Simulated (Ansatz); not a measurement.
Ansatz (an electronic-structure program) input (B3LYP-D3(BJ)/def2-TZVP):

Ansatz 0.2 input:
```yaml
crystal:
  periodic: [false, false, false]
  atoms:
    - {symbol: Y, position_ang: [-0.11581574, 0.24660604, 0.56956376]}
    - {symbol: F, position_ang: [-1.37755654, -0.95977623, -0.13463343]}
    - {symbol: F, position_ang: [0.04818051, 1.48154888, -0.84234946]}
    - {symbol: F, position_ang: [1.48009354, -0.73706155, 0.39376101]}
basis:
  gaussian:
    orbitals: def2-TZVP
hamiltonian:
  xc: b3lyp
  dispersion: d3bj
relax: {f_tol: 0.002, max_steps: 150}
```

Output:

```
Functional definition: B3LYP
integrals: 0.04 GiB planned
835 factors; their error is unknown
mean field: 0.41 GiB planned
mean field evaluation 1: about -9195.1856 eV, gradient 7.7e1 eV
mean field evaluation 2: about -9143.9750 eV, gradient 2.0e2 eV
mean field evaluation 4: about -9203.9060 eV, gradient 3.6e0 eV
mean field evaluation 8: about -9203.9324 eV, gradient 5.3e-2 eV
mean field evaluation 16: about -9203.9758 eV, gradient 6.0e-6 eV
mean field -9203.97581307 eV, -338.2398724514 hartree, gradient 6.0e-6 eV, S^2 0.000000; 0 other end points of the search recorded, 0 dependent functions left out
the calculation of the forces begins
reference -9203.97611388 eV, -338.2398835059 hartree; 19, 19 occupied and 114, 114 virtual orbitals, 835 factors
relax step   1: F+E_penalty+E_count = -9204.06148679 eV  Δ(F+E_penalty+E_count) = +0.000e0 eV  max|allowed force component| = 2.841e0 eV/Å  Δτ_max = 0.0000 Å  (26 SCF iters, accepted)
these checks for a lower state are left out or cut short: starts, cluster_reference, orbital_swaps, neighbouring_geometries, increment
integrals: 0.04 GiB planned
835 factors; their error is unknown
mean field: 0.40 GiB planned
mean field -9204.62249070 eV, -338.2636374161 hartree, gradient 9.0e-6 eV, S^2 0.000000; 0 other end points of the search recorded, 0 dependent functions left out
the calculation of the forces begins
reference -9204.62279616 eV, -338.2636486415 hartree; 19, 19 occupied and 114, 114 virtual orbitals, 835 factors
relax step   2: F+E_penalty+E_count = -9204.70433007 eV  Δ(F+E_penalty+E_count) = -6.428e-1 eV  max|allowed force component| = 4.040e-1 eV/Å  Δτ_max = 0.1749 Å  (32 SCF iters, accepted)
these checks for a lower state are left out or cut short: starts, cluster_reference, orbital_swaps, neighbouring_geometries, increment
integrals: 0.04 GiB planned
835 factors; their error is unknown
mean field: 0.39 GiB planned
mean field evaluation 32: about -9204.7364 eV, gradient 7.6e-6 eV
mean field -9204.73642677 eV, -338.2678244893 hartree, gradient 7.6e-6 eV, S^2 0.000000; 0 other end points of the search recorded, 0 dependent functions left out
the calculation of the forces begins
reference -9204.73673278 eV, -338.2678357349 hartree; 19, 19 occupied and 114, 114 virtual orbitals, 835 factors
relax step   3: F+E_penalty+E_count = -9204.81589319 eV  Δ(F+E_penalty+E_count) = -1.116e-1 eV  max|allowed force component| = 4.518e-1 eV/Å  Δτ_max = 0.1928 Å  (32 SCF iters, accepted)
these checks for a lower state are left out or cut short: starts, cluster_reference, orbital_swaps, neighbouring_geometries, increment
integrals: 0.04 GiB planned
835 factors; their error is unknown
mean field: 0.39 GiB planned
mean field -9204.77659752 eV, -338.2693007373 hartree, gradient 6.6e-6 eV, S^2 0.000000; 0 other end points of the search recorded, 0 dependent functions left out
the calculation of the forces begins
reference -9204.77690202 eV, -338.2693119275 hartree; 19, 19 occupied and 114, 114 virtual orbitals, 835 factors
relax step   4: F+E_penalty+E_count = -9204.85558936 eV  Δ(F+E_penalty+E_count) = -3.970e-2 eV  max|allowed force component| = 7.801e-2 eV/Å  Δτ_max = 0.2000 Å  (32 SCF iters, accepted)
these checks for a lower state are left out or cut short: starts, cluster_reference, orbital_swaps, neighbouring_geometries, increment
integrals: 0.04 GiB planned
835 factors; their error is unknown
mean field: 0.39 GiB planned
mean field -9204.77710565 eV, -338.2693194106 hartree, gradient 7.3e-6 eV, S^2 0.000000; 0 other end points of the search recorded, 0 dependent functions left out
the calculation of the forces begins
reference -9204.77741002 eV, -338.2693305959 hartree; 19, 19 occupied and 114, 114 virtual orbitals, 835 factors
relax step   5: F+E_penalty+E_count = -9204.85605871 eV  Δ(F+E_penalty+E_count) = -4.694e-4 eV  max|allowed force component| = 1.131e-1 eV/Å  Δτ_max = 0.0314 Å  (28 SCF iters, accepted)
these checks for a lower state are left out or cut short: starts, cluster_reference, orbital_swaps, neighbouring_geometries, increment
integrals: 0.04 GiB planned
835 factors; their error is unknown
mean field: 0.39 GiB planned
mean field -9204.78028107 eV, -338.2694361051 hartree, gradient 1.7e-5 eV, S^2 0.000000; 0 other end points of the search recorded, 0 dependent functions left out
the calculation of the forces begins
reference -9204.78058547 eV, -338.2694472918 hartree; 19, 19 occupied and 114, 114 virtual orbitals, 835 factors
relax step   6: F+E_penalty+E_count = -9204.85900298 eV  Δ(F+E_penalty+E_count) = -2.944e-3 eV  max|allowed force component| = 2.098e-2 eV/Å  Δτ_max = 0.0739 Å  (28 SCF iters, accepted)
these checks for a lower state are left out or cut short: starts, cluster_reference, orbital_swaps, neighbouring_geometries, increment
integrals: 0.04 GiB planned
835 factors; their error is unknown
mean field: 0.39 GiB planned
mean field -9204.78048370 eV, -338.2694435515 hartree, gradient 6.2e-6 eV, S^2 0.000000; 0 other end points of the search recorded, 0 dependent functions left out
the calculation of the forces begins
reference -9204.78078807 eV, -338.2694547369 hartree; 19, 19 occupied and 114, 114 virtual orbitals, 835 factors
relax step   7: F+E_penalty+E_count = -9204.85921589 eV  Δ(F+E_penalty+E_count) = -2.129e-4 eV  max|allowed force component| = 2.279e-3 eV/Å  Δτ_max = 0.0252 Å  (28 SCF iters, accepted)
these checks for a lower state are left out or cut short: starts, cluster_reference, orbital_swaps, neighbouring_geometries, increment
integrals: 0.04 GiB planned
835 factors; their error is unknown
mean field: 0.39 GiB planned
mean field evaluation 64: about -9204.7377 eV, gradient 2.6e-3 eV
mean field -9204.78050426 eV, -338.2694443073 hartree, gradient 2.6e-5 eV, S^2 0.000000; 0 other end points of the search recorded, 0 dependent functions left out
the calculation of the forces begins
reference -9204.78080863 eV, -338.2694554926 hartree; 19, 19 occupied and 114, 114 virtual orbitals, 835 factors
relax step   8: F+E_penalty+E_count = -9204.85923479 eV  Δ(F+E_penalty+E_count) = -1.890e-5 eV  max|allowed force component| = 7.750e-4 eV/Å  Δτ_max = 0.0083 Å  (26 SCF iters, accepted)
these checks for a lower state are left out or cut short: starts, cluster_reference, orbital_swaps, neighbouring_geometries, increment
integrals: 0.04 GiB planned
835 factors; their error is unknown
mean field: 0.39 GiB planned
mean field -9204.78050694 eV, -338.2694444056 hartree, gradient 2.5e-5 eV, S^2 0.000000; 0 other end points of the search recorded, 0 dependent functions left out
the calculation of the forces begins
reference -9204.78081131 eV, -338.2694555909 hartree; 19, 19 occupied and 114, 114 virtual orbitals, 835 factors
relax step   9: F+E_penalty+E_count = -9204.85923719 eV  Δ(F+E_penalty+E_count) = -2.403e-6 eV  max|allowed force component| = 1.862e-4 eV/Å  Δτ_max = 0.0042 Å  (27 SCF iters, accepted)
integrals: 0.04 GiB planned
835 factors; their error is unknown
mean field: 0.39 GiB planned
mean field -9204.78050694 eV, -338.2694444056 hartree, gradient 2.6e-5 eV, S^2 0.000000; 1 other end points of the search recorded, 0 dependent functions left out
the calculation of the forces begins
reference -9204.78081131 eV, -338.2694555909 hartree; 19, 19 occupied and 114, 114 virtual orbitals, 835 factors
Total energy: -9204.85954156 eV, -338.2723488745 hartree
Atom 0 at     0.008595     0.007742    -0.003420 Å, force    -0.000052    -0.000032     0.000005 eV/Å
Atom 1 at    -1.696612    -1.053095     0.067660 Å, force     0.000186     0.000116    -0.000009 eV/Å
Atom 2 at     0.006931     1.862488    -0.776675 Å, force    -0.000002    -0.000142     0.000058 eV/Å
Atom 3 at     1.715988    -0.785817     0.698777 Å, force    -0.000132     0.000059    -0.000054 eV/Å
Dipole moment:    -0.000250    -0.000171    -0.000017 e Å
```
